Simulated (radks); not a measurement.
Values are calculated unless marked as measured or tabulated.
Charge is removed step by step from the 5s up level of the strontium ion Sr+, starting from [Kr] 5s(up 1, down 0). Code: a radial shooting solver on a logarithmic mesh with Libxc functionals. Model: scalar-relativistic Kohn-Sham, PBE, spin-polarised, spherical densities, point nucleus.

removed (e)  E - E(0) (eV)  eigenvalue (eV)  E minus straight line (eV)
0                    0.000           -8.677                       0.000
0.125                1.123           -9.291                      -0.276
0.25                 2.323           -9.910                      -0.475
0.375                3.600          -10.534                      -0.597
0.5                  4.956          -11.167                      -0.640
0.625                6.392          -11.814                      -0.603
0.75                 7.910          -12.480                      -0.484
0.875                9.513          -13.156                      -0.281
1                   11.193          -13.595                       0.000

Removing the whole electron costs 11.193 eV by Delta-SCF, against 8.677 eV from minus the eigenvalue at the starting occupation. Slater's transition state (half an electron removed) gives 11.167 eV. Integrating minus the eigenvalue over the occupation (Janak's theorem) gives 11.190 eV. In this scalar-relativistic scheme the density is built from large components alone, so the theorem holds only approximately. The mean slope of the eigenvalue, de/dn, is 4.92 eV per electron. Ionisation energy of Sr+ in the NIST Atomic Spectra Database: 11.030 eV (measured).
